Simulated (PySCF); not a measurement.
Species: C9H16.
Atom-mapped SMILES: `[CH3:1][CH2:2][CH2:3][CH:4]=[C:5]1[CH2:6][CH2:7][CH2:8][CH2:9]1` (hydrogens: H10, H11, H12 on C1; H13, H14 on C2; H15, H16 on C3; H17 on C4; H18, H19 on C6; H20, H21 on C7; H22, H23 on C8; H24, H25 on C9)

The same species was optimised twice, with GFN2-xTB and with PBE0-D3(BJ)/def2-SVP (PySCF), and the same property calculations (PySCF, gas phase) were run on both structures.

```json
{"coordinate": "C4=C5 (Å)", "GFN2-xTB": "1.324", "PBE0-D3(BJ)/def2-SVP": "1.338", "change": "+0.014"}
{"coordinate": "C5–C6 (Å)", "GFN2-xTB": "1.508", "PBE0-D3(BJ)/def2-SVP": "1.517", "change": "+0.009"}
{"coordinate": "C5–C9 (Å)", "GFN2-xTB": "1.508", "PBE0-D3(BJ)/def2-SVP": "1.515", "change": "+0.007"}
{"coordinate": "C1–C2 (Å)", "GFN2-xTB": "1.523", "PBE0-D3(BJ)/def2-SVP": "1.520", "change": "-0.003"}
{"coordinate": "C6–C7 (Å)", "GFN2-xTB": "1.530", "PBE0-D3(BJ)/def2-SVP": "1.532", "change": "+0.002"}
{"coordinate": "C2–C3 (Å)", "GFN2-xTB": "1.532", "PBE0-D3(BJ)/def2-SVP": "1.530", "change": "-0.002"}
{"coordinate": "C7–C8 (Å)", "GFN2-xTB": "1.527", "PBE0-D3(BJ)/def2-SVP": "1.528", "change": "+0.001"}
{"coordinate": "C8–C9 (Å)", "GFN2-xTB": "1.528", "PBE0-D3(BJ)/def2-SVP": "1.530", "change": "+0.002"}
{"coordinate": "C3–C4 (Å)", "GFN2-xTB": "1.497", "PBE0-D3(BJ)/def2-SVP": "1.496", "change": "-0.001"}
{"coordinate": "C1–C2–C3 (°)", "GFN2-xTB": "111.5", "PBE0-D3(BJ)/def2-SVP": "113.2", "change": "+1.7"}
{"coordinate": "C2–C3–C4 (°)", "GFN2-xTB": "111.5", "PBE0-D3(BJ)/def2-SVP": "113.2", "change": "+1.7"}
{"coordinate": "C4–C5–C9 (°)", "GFN2-xTB": "124.6", "PBE0-D3(BJ)/def2-SVP": "125.2", "change": "+0.6"}
{"coordinate": "C6–C5–C9 (°)", "GFN2-xTB": "108.8", "PBE0-D3(BJ)/def2-SVP": "108.4", "change": "-0.4"}
{"coordinate": "C3–C4–C5 (°)", "GFN2-xTB": "125.9", "PBE0-D3(BJ)/def2-SVP": "126.2", "change": "+0.3"}
{"coordinate": "C4–C5–C6 (°)", "GFN2-xTB": "126.6", "PBE0-D3(BJ)/def2-SVP": "126.4", "change": "-0.2"}
{"coordinate": "C6–C7–C8 (°)", "GFN2-xTB": "103.6", "PBE0-D3(BJ)/def2-SVP": "103.7", "change": "+0.1"}
{"coordinate": "C5–C6–C7 (°)", "GFN2-xTB": "104.6", "PBE0-D3(BJ)/def2-SVP": "104.7", "change": "+0.1"}
{"coordinate": "C1–C2–C3–C4 (°)", "GFN2-xTB": "-178", "PBE0-D3(BJ)/def2-SVP": "-178", "change": "0"}
{"coordinate": "C2–C3–C4–C5 (°)", "GFN2-xTB": "-113", "PBE0-D3(BJ)/def2-SVP": "-112", "change": "+1"}
```

Rotational constants: A = 4371, B = 682.9, C = 629.0 MHz (GFN2-xTB) against A = 4346, B = 672.6, C = 619.6 MHz (PBE0-D3(BJ)/def2-SVP). Point groups within 0.08 Å: C1 and C1. Atoms that the bonding makes alike are paired by their places after alignment.

On the GFN2-xTB structure: HOMO (eV) -6.50 [PBE0/pcSseg-1]; LUMO (eV) 0.57 [PBE0/pcSseg-1]; dipole (D) 0.28 [PBE0/pcSseg-1]; GIAO shielding of C1 (ppm) 169.4 [PBE0/pcSseg-1]; GIAO shielding of C2 (ppm) 158.6 [PBE0/pcSseg-1]; GIAO shielding of C3 (ppm) 148.5 [PBE0/pcSseg-1]; GIAO shielding of C4 (ppm) 56.5 [PBE0/pcSseg-1]; GIAO shielding of C5 (ppm) 38.0 [PBE0/pcSseg-1]; GIAO shielding of C6 (ppm) 154.9 [PBE0/pcSseg-1]; GIAO shielding of C7 (ppm) 156.4 [PBE0/pcSseg-1]; GIAO shielding of C8 (ppm) 156.7 [PBE0/pcSseg-1].

What do these properties become on the PBE0-D3(BJ)/def2-SVP structure?

```csv
property,level,on GFN2-xTB,on PBE0-D3(BJ)/def2-SVP,change
HOMO (eV),PBE0/pcSseg-1,-6.50,-6.49,+0.01
LUMO (eV),PBE0/pcSseg-1,0.57,0.47,-0.10
dipole (D),PBE0/pcSseg-1,0.28,0.31,+0.03
"energy, GFN2-xTB geometry as zero (kcal/mol)",PBE0/pcSseg-1,0.0,-0.7,-0.7
GIAO shielding of C1 (ppm),PBE0/pcSseg-1,169.4,167.8,-1.6
GIAO shielding of C2 (ppm),PBE0/pcSseg-1,158.6,157.7,-0.9
GIAO shielding of C3 (ppm),PBE0/pcSseg-1,148.5,148.1,-0.4
GIAO shielding of C4 (ppm),PBE0/pcSseg-1,56.5,54.7,-1.8
GIAO shielding of C5 (ppm),PBE0/pcSseg-1,38.0,34.5,-3.5
GIAO shielding of C6 (ppm),PBE0/pcSseg-1,154.9,153.2,-1.7
GIAO shielding of C7 (ppm),PBE0/pcSseg-1,156.4,154.9,-1.5
GIAO shielding of C8 (ppm),PBE0/pcSseg-1,156.7,155.0,-1.7
```

The heavy atoms differ by 0.020 Å rms after alignment (one structure mirrored). Among bonds between heavy atoms C4=C5 changes most (+0.014 Å). Changes are differences of the printed values. Neither structure is proved a minimum here.
